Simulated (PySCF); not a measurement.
# Correlation energy of F²⁺ (fluorine, charge +2)

[He] 2s2 2p3, high-spin 4S determinant. Computed with PySCF 2.14 in aug-cc-pVDZ, with the non-relativistic Hamiltonian (point nucleus). Frozen: 1s2; 5 electrons correlated.

```tsv
level	correlation energy (mhartree)
CCSD	-84.90
(T)	-0.51
CCSD(T)	-85.41
CCSDT	-85.48
```

Diagnostics: T1 = 0.0031, D1 = 0.0044, largest double amplitude 0.026.

Problem. Is a single reference adequate?

Solution. Yes: T1 lies below 0.03 and no double amplitude reaches 0.07.
